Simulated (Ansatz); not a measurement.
Geometry optimisation, Ansatz 0.2.0, DFT PBE, scalar-relativistic, plane waves, PAW.

The input (input.yaml):

```yaml
crystal:
  lattice:
    - [10.86, 0.0, 0.0]
    - [0.0, 10.86, 0.0]
    - [0.0, 0.0, 10.86]
  atoms:
    - { symbol: Si, position: [0.5, 0.0, 0.0] }
    - { symbol: Si, position: [0.625, 0.125, 0.125] }
    - { symbol: Si, position: [0.75, 0.25, 0.0] }
    - { symbol: Si, position: [0.875, 0.375, 0.125] }
    - { symbol: Si, position: [0.75, 0.0, 0.25] }
    - { symbol: Si, position: [0.875, 0.125, 0.375] }
    - { symbol: Si, position: [0.0, 0.0, 0.0] }
    - { symbol: Si, position: [0.125, 0.125, 0.125] }
    - { symbol: Si, position: [0.25, 0.25, 0.0] }
    - { symbol: Si, position: [0.375, 0.375, 0.125] }
    - { symbol: Si, position: [0.5, 0.5, 0.0] }
    - { symbol: P, position: [0.75, 0.75, 0.0], spin: 1.0 }
    - { symbol: Si, position: [0.875, 0.875, 0.125] }
    - { symbol: Si, position: [0.25, 0.0, 0.25] }
    - { symbol: Si, position: [0.375, 0.125, 0.375] }
    - { symbol: Si, position: [0.5, 0.25, 0.25] }
    - { symbol: Si, position: [0.625, 0.375, 0.375] }
    - { symbol: Si, position: [0.75, 0.5, 0.25] }
    - { symbol: Si, position: [0.875, 0.625, 0.375] }
    - { symbol: Si, position: [0.5, 0.0, 0.5] }
    - { symbol: Si, position: [0.625, 0.125, 0.625] }
    - { symbol: Si, position: [0.75, 0.25, 0.5] }
    - { symbol: Si, position: [0.875, 0.375, 0.625] }
    - { symbol: Si, position: [0.75, 0.0, 0.75] }
    - { symbol: Si, position: [0.875, 0.125, 0.875] }
    - { symbol: Si, position: [0.0, 0.5, 0.0] }
    - { symbol: Si, position: [0.125, 0.625, 0.125] }
    - { symbol: Si, position: [0.25, 0.75, 0.0] }
    - { symbol: Si, position: [0.375, 0.875, 0.125] }
    - { symbol: Si, position: [0.0, 0.25, 0.25] }
    - { symbol: Si, position: [0.125, 0.375, 0.375] }
    - { symbol: Si, position: [0.25, 0.5, 0.25] }
    - { symbol: Si, position: [0.375, 0.625, 0.375] }
    - { symbol: Si, position: [0.5, 0.75, 0.25] }
    - { symbol: Si, position: [0.625, 0.875, 0.375] }
    - { symbol: Si, position: [0.0, 0.0, 0.5] }
    - { symbol: Si, position: [0.125, 0.125, 0.625] }
    - { symbol: Si, position: [0.25, 0.25, 0.5] }
    - { symbol: Si, position: [0.375, 0.375, 0.625] }
    - { symbol: Si, position: [0.5, 0.5, 0.5] }
    - { symbol: Si, position: [0.625, 0.625, 0.625] }
    - { symbol: Si, position: [0.75, 0.75, 0.5] }
    - { symbol: Si, position: [0.875, 0.875, 0.625] }
    - { symbol: Si, position: [0.25, 0.0, 0.75] }
    - { symbol: Si, position: [0.375, 0.125, 0.875] }
    - { symbol: Si, position: [0.5, 0.25, 0.75] }
    - { symbol: Si, position: [0.625, 0.375, 0.875] }
    - { symbol: Si, position: [0.75, 0.5, 0.75] }
    - { symbol: Si, position: [0.875, 0.625, 0.875] }
    - { symbol: Si, position: [0.0, 0.75, 0.25] }
    - { symbol: Si, position: [0.125, 0.875, 0.375] }
    - { symbol: Si, position: [0.0, 0.5, 0.5] }
    - { symbol: Si, position: [0.125, 0.625, 0.625] }
    - { symbol: Si, position: [0.25, 0.75, 0.5] }
    - { symbol: Si, position: [0.375, 0.875, 0.625] }
    - { symbol: Si, position: [0.0, 0.25, 0.75] }
    - { symbol: Si, position: [0.125, 0.375, 0.875] }
    - { symbol: Si, position: [0.25, 0.5, 0.75] }
    - { symbol: Si, position: [0.375, 0.625, 0.875] }
    - { symbol: Si, position: [0.5, 0.75, 0.75] }
    - { symbol: Si, position: [0.625, 0.875, 0.875] }
    - { symbol: Si, position: [0.0, 0.75, 0.75] }
    - { symbol: Si, position: [0.125, 0.875, 0.875] }
magnetization:
  spin_polarized: true
basis:
  ecutwfc: 420.0
kpoints:
  mp_grid: { grid: [1, 1, 1] }
hamiltonian:
  xc: pbe
  pseudopotentials: { kind: paw, azcp: { folder: soft_1 } }
scf:
  occupations: { method: gaussian, width: 0.02 }
  lower_state_search: "off"
relax:
  f_tol: 0.03
  max_steps: 60
  adjacent_minimum: "off"
```

Launched with:

```bash
$ ansatz run input.yaml --threads 4 --pin off --max-ram 10240MiB --backend cpu --events-out ev --progress --plain --runs-dir out
```

Question: Where does it end, and by what steps?

Answer: The run converged. The force dipped under the threshold on the way, but the program's further checks kept it going. Limits of this set-up: coarse k mesh. After 5 steps the energy has fallen by 0.215 eV; Si11 moved furthest, 0.17 Å.

```csv
step,energy less start (eV),largest force component (eV/Å),accepted
0,0.0000,0.633,yes
1,-0.1734,0.178,yes
2,-0.2048,0.100,yes
3,-0.2059,0.074,yes
4,-0.2154,0.008,yes
5,-0.2154,0.008,yes
```

```xyz
63
Lattice="10.8600 0.0000 0.0000 0.0000 10.8600 0.0000 0.0000 0.0000 10.8600" Properties=species:S:1:pos:R:3
Si 5.472 -0.032 0.007
Si 6.788 1.364 1.357
Si 8.144 2.726 0.001
Si 9.442 4.133 1.358
Si 8.138 -0.032 2.673
Si 9.485 1.349 4.051
Si 0.016 0.016 -0.027
Si 1.358 1.358 1.362
Si 2.713 2.713 0.008
Si 4.073 4.073 1.379
Si 5.478 5.478 0.153
P 8.118 8.118 0.027
Si 9.491 9.491 1.261
Si 2.732 -0.035 2.709
Si 4.066 1.333 4.079
Si 5.416 2.694 2.729
Si 6.766 4.073 4.072
Si 7.992 5.478 2.667
Si 9.442 6.787 4.012
Si 5.436 -0.035 5.413
Si 6.783 1.358 6.787
Si 8.137 2.713 5.432
Si 9.485 4.094 6.796
Si 8.172 0.016 8.129
Si 9.515 1.385 9.490
Si -0.032 5.472 0.007
Si 1.364 6.788 1.357
Si 2.726 8.144 0.001
Si 4.133 9.442 1.358
Si -0.035 2.732 2.709
Si 1.333 4.066 4.079
Si 2.694 5.416 2.729
Si 4.073 6.766 4.072
Si 5.478 7.992 2.667
Si 6.787 9.442 4.012
Si 0.008 0.008 5.407
Si 1.359 1.359 6.786
Si 2.708 2.708 5.437
Si 4.066 4.066 6.812
Si 5.416 5.416 5.451
Si 6.788 6.788 6.781
Si 8.144 8.144 5.419
Si 9.515 9.515 6.760
Si 2.738 0.008 8.137
Si 4.094 1.349 9.520
Si 5.436 2.732 8.180
Si 6.787 4.133 9.563
Si 8.138 5.472 8.177
Si 9.491 6.884 9.514
Si -0.032 8.138 2.673
Si 1.349 9.485 4.051
Si -0.035 5.436 5.413
Si 1.358 6.783 6.787
Si 2.713 8.137 5.432
Si 4.094 9.485 6.796
Si 0.008 2.738 8.137
Si 1.349 4.094 9.520
Si 2.732 5.436 8.180
Si 4.133 6.787 9.563
Si 5.472 8.138 8.177
Si 6.884 9.491 9.514
Si 0.016 8.172 8.129
Si 1.385 9.515 9.490
```

Run time: 49 s on 4 threads of Arm Neoverse V1 (shared host), peak memory 1.6 GiB.
